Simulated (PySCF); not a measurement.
# SMILES Cc1ccc(Cl)s1, C5H5ClS

Molfile (atoms numbered from 1):
```
C5H5ClS
     RDKit          3D

 12 12  0  0  0  0  0  0  0  0999 V2000
   -1.6721    0.5732   -0.0945 C   0  0  0  0  0  0  0  0  0  0  0  0
   -0.1904    0.4055   -0.1163 C   0  0  0  0  0  0  0  0  0  0  0  0
    0.5511   -0.7018    0.2064 C   0  0  0  0  0  0  0  0  0  0  0  0
    1.9571   -0.5147    0.0721 C   0  0  0  0  0  0  0  0  0  0  0  0
    2.2608    0.7480   -0.3556 C   0  0  0  0  0  0  0  0  0  0  0  0
    3.8148    1.4022   -0.6511 Cl  0  0  0  0  0  0  0  0  0  0  0  0
    0.8451    1.7117   -0.5970 S   0  0  0  0  0  0  0  0  0  0  0  0
   -1.9864    1.3749    0.5925 H   0  0  0  0  0  0  0  0  0  0  0  0
   -2.1427   -0.3612    0.2407 H   0  0  0  0  0  0  0  0  0  0  0  0
   -2.0744    0.8154   -1.0911 H   0  0  0  0  0  0  0  0  0  0  0  0
    0.0945   -1.6367    0.5358 H   0  0  0  0  0  0  0  0  0  0  0  0
    2.7136   -1.2708    0.2793 H   0  0  0  0  0  0  0  0  0  0  0  0
  1  2  1  0
  2  3  2  0
  3  4  1  0
  4  5  2  0
  5  6  1  0
  5  7  1  0
  7  2  1  0
  1  8  1  0
  1  9  1  0
  1 10  1  0
  3 11  1  0
  4 12  1  0
M  END
```

Level of theory: quadratic response wB97X-D/aug-cc-pVDZ first hyperpolarisability, Taylor convention, gas phase (PySCF). Geometry: PBE0-D3(BJ)/def2-SVP.

Q: Give the tensor of the second harmonic β(−2ω;ω,ω) at 1064 nm in the axes of these coordinates.

A: In au, Taylor convention; rows are the first index (the induced dipole):
|  | xx | yy | zz | xy | xz | yz |
| --- | --- | --- | --- | --- | --- | --- |
| x | +87.8 | +29.8 | +19.4 | +11.0 | -6.2 | -4.9 |
| y | +20.8 | +16.0 | -1.6 | +30.0 | -5.4 | -10.7 |
| z | -9.5 | -10.7 | +1.3 | -4.9 | +19.7 | -1.7 |

Norm of βᵢ = ⅓ Σⱼ (βᵢⱼⱼ + βⱼᵢⱼ + βⱼⱼᵢ): 141.3 au, hyper-Rayleigh value 52.8 au.
